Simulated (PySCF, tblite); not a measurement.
One entry of a table of gas-phase calculations, keyed by method. Lists by class give the value and the number of equivalent atoms.

```json
{
 "formula": "C5H8ClFO",
 "smiles": "CC(C)[C@@H](F)C(=O)Cl",
 "charge": 0,
 "multiplicity": 1,
 "geometry_level": "GFN2-xTB",
 "atoms_angstrom": [
  ["C", -1.689, -0.691, -0.309],
  ["C", -0.453, -0.007, 0.268],
  ["C", -0.335, 1.431, -0.232],
  ["C", 0.808, -0.809, -0.12],
  ["F", 0.962, -0.828, -1.48],
  ["C", 2.025, -0.236, 0.571],
  ["O", 2.186, -0.218, 1.748],
  ["Cl", 3.21, 0.447, -0.516],
  ["H", -1.802, -1.694, 0.097],
  ["H", -1.608, -0.76, -1.391],
  ["H", -2.578, -0.117, -0.064],
  ["H", -0.503, -0.013, 1.361],
  ["H", -0.198, 1.443, -1.31],
  ["H", 0.508, 1.935, 0.234],
  ["H", -1.241, 1.982, 0.008],
  ["H", 0.701, -1.856, 0.199]
 ],
 "electronic_structure_code": "PySCF",
 "results": {
  "GFN2-xTB geometry": {
   "point_group": "C1",
   "rotational_constants_GHz": [2.78, 1.126, 1.04]
  },
  "wB97X-D/def2-SVPD ground state and vertical TDDFT (core frozen in the response)": {
   "dipole_D": 2.51,
   "homo_eV": -10.58,
   "lumo_eV": 0.35,
   "S1_eV": 5.04,
   "strongest_line_of_8_singlets_eV": 7.59,
   "T1_tda_eV": 4.56,
   "polarisability_au": 77.3,
   "r2_bohr2_about_centre_of_nuclear_charge": 1219.2,
   "singlets_eV_and_f": [
    [5.04, 0.001],
    [6.44, 0.001],
    [7.0, 0.022],
    [7.59, 0.088],
    [8.17, 0.045],
    [8.19, 0.003],
    [8.24, 0.007],
    [8.42, 0.007]
   ],
   "triplets_tda_eV": [4.56, 5.69, 6.28]
  },
  "PBE0/pcSseg-1 ground state and GIAO shieldings, non-relativistic": {
   "shift_vs_computed_TMS_C_by_class_ppm": [
    [189.8, 1],
    [98.5, 1],
    [39.4, 1],
    [21.5, 1],
    [16.5, 1]
   ],
   "shift_vs_computed_TMS_H_by_class_ppm": [
    [4.85, 1],
    [2.07, 1],
    [1.22, 3],
    [1.07, 3]
   ],
   "shielding_other_nuclei_by_class_ppm": [
    ["O", -252.2, 1],
    ["F", 390.5, 1],
    ["Cl", 484.3, 1]
   ],
   "charges_hirshfeld_e_by_atom": [-0.12, -0.02, -0.12, 0.06, -0.09, 0.18, -0.2, -0.04, 0.04, 0.04, 0.05, 0.04, 0.04, 0.03, 0.05, 0.06]
  },
  "GFN2-xTB harmonic vibrations, gas phase": {
   "strongest_ir_bands_cm-1_km_per_mol_modes": [
    [693.9, 54.5, 1],
    [1015.9, 67.4, 1],
    [1038.8, 100.6, 1],
    [1803.4, 338.1, 1],
    [3048.8, 47.2, 2],
    [3054.0, 35.1, 1]
   ],
   "zpe_kcal_per_mol": 76.7
  }
 }
}
```

The zero-point energy, half the sum of the 42 harmonic wavenumbers, equals 26830 cm⁻¹ or 321 kJ/mol. With B = h/(8π²I), that is 505.379 GHz u Å² over I, the principal moments of inertia are 181.8, 448.9 and 485.9 u Å² (most abundant isotopes).

 NMR classes are plain means over equivalent atoms (diastereotopic ones count apart unless rotation or inversion swaps them), as if these changed places fast; in this geometry the members of some classes differ.

Shape of the structure used: `[CH3:1][CH:2]([CH3:3])[C@@H:4]([F:5])[C:6](=[O:7])[Cl:8]`: C1–C2–C4–F5 63°, C2–C4–C6–O7 64°.

One conformer stands for the species.
